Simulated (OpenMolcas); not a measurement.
**3d⁵ along the 23-electron sequence**

```yaml
Program: OpenMolcas 26.06
Method: MS-CASPT2, IPEA 0.25 Eh, imaginary shift 0.1 Eh
Basis: ANO-RCC-VTZP
Scalar_Hamiltonian: DKH2, point nucleus
Spin-orbit_coupling: RASSI with atomic mean-field integrals over the reference wave functions, term energies averaged over their components
```

Active space for each ion: 5 electrons in 5 orbitals (3d); closed shells correlated by CASPT2: 3s 3p.

Computed levels in cm-1 above ⁶S_5/2:

| Level | Mn2+ | Fe3+ | Co4+ | Ni5+ | Cu6+ |
| --- | --- | --- | --- | --- | --- |
| ⁴G_5/2 | 28700 | 33920 | 39660 | 43560 | 48020 |
| ⁴G_7/2 | 28720 | 33950 | 39720 | 43650 | 48150 |
| ⁴G_11/2 | 28730 | 33960 | 39730 | 43670 | 48190 |
| ⁴G_9/2 | 28730 | 33960 | 39750 | 43700 | 48230 |
| ⁴P_5/2 | 31390 | 37400 | 43720 | 47890 | 52620 |
| ⁴P_3/2 | 31430 | 37480 | 43870 | 48100 | 52940 |
| ⁴P_1/2 | 31480 | 37570 | 44040 | 48350 | 53310 |
| ⁴D_7/2 | 34290 | 40570 | 47390 | 52100 | 57470 |
| ⁴D_1/2 | 34340 | 40660 | 47560 | 52340 | 57840 |
| weight of ⁶S in the lowest level (%) | 100 | 100 | 100 | 100 | 100 |

Measured, with the error of the calculation in %. Measured levels: Mn2+ from Corliss and Sugar, J. Phys. Chem. Ref. Data 6, 1253 (1977); Fe3+ from Corliss and Sugar, J. Phys. Chem. Ref. Data 11, 135 (1982); Co4+ from Sugar and Corliss, J. Phys. Chem. Ref. Data 10, 1097 (1981); Ni5+ from Corliss and Sugar, J. Phys. Chem. Ref. Data 10, 197 (1981); Cu6+ from the list in Gamrath, thesis, University of Mons (2023).

```json
{"Level": "⁴G_7/2", "Mn2+": "26860 (+6.9)", "Fe3+": "", "Co4+": "", "Ni5+": "", "Cu6+": ""}
{"Level": "⁴G_11/2", "Mn2+": "26824 (+7.1)", "Fe3+": "32246 (+5.3)", "Co4+": "37218 (+6.8)", "Ni5+": "41921 (+4.2)", "Cu6+": ""}
{"Level": "⁴P_5/2", "Mn2+": "29168 (+7.6)", "Fe3+": "35254 (+6.1)", "Co4+": "40753 (+7.3)", "Ni5+": "45884 (+4.4)", "Cu6+": "50732 (+3.7)"}
{"Level": "⁴P_3/2", "Mn2+": "", "Fe3+": "35333 (+6.1)", "Co4+": "40891 (+7.3)", "Ni5+": "46104 (+4.3)", "Cu6+": "51067 (+3.7)"}
{"Level": "⁴P_1/2", "Mn2+": "", "Fe3+": "35407 (+6.1)", "Co4+": "41024 (+7.4)", "Ni5+": "46325 (+4.4)", "Cu6+": "51407 (+3.7)"}
{"Level": "⁴D_7/2", "Mn2+": "32307 (+6.1)", "Fe3+": "38779 (+4.6)", "Co4+": "44709 (+6.0)", "Ni5+": "50331 (+3.5)", "Cu6+": "55742 (+3.1)"}
{"Level": "⁴D_1/2", "Mn2+": "32369 (+6.1)", "Fe3+": "38897 (+4.5)", "Co4+": "44908 (+5.9)", "Ni5+": "", "Cu6+": "56210 (+2.9)"}
```

⁴G_5/2 changes by a factor of 1.67 over the same range, with steps per unit of Z of +5220, +5740, +3900, +4460 cm-1.

CASPT2 breaks the degeneracy within a term, and the mean is taken; among the terms shown or strongly mixed into the levels shown the widest spread is 300 cm-1 (3d⁵ ⁴G, Mn2+). Blocks of more than 70 roots (2S+1 = 2 even) ran without multistate coupling. Terms from blocks run as CI alone lack orbitals of their own. Measured partners are found by configuration, term and J. A level has none where our copy of the source lacks it or the pairing is in doubt (some pairs that miss far off the trend of their configuration count as doubtful), and it then counts in no deviation. Levels of configurations outside the active space are missing.
